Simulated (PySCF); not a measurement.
bromine (Br₂), SMILES BrBr. Atoms are numbered in the order given.

```xyz
2

Br     0.0000     0.0000    -1.1556
Br     0.0000     0.0000     1.1556
```
Charge 0, spin multiplicity 1.

Geometry optimised at PBE-D3(BJ)/def2-TZVP.

All values below come from PBE/def2-TZVPD in PySCF.

| Property | Result |
|---|---|
| total energy | -5147.53432 hartree |
| point group | D∞h |
| highest occupied level | -6.90 eV |
| lowest empty level | -4.66 eV |
| orbital gap | 2.24 eV |
| dipole moment | 0.00 D |
| quadrupole, principal values (traceless, Buckingham form, about the centre of nuclear charge) | -2.44, -2.44, 4.88 D·Å |
| mean static polarisability | 46.6 bohr³ (6.91 Å³) |
| polarisability, principal values | 38.2, 38.2, 63.4 bohr³ |
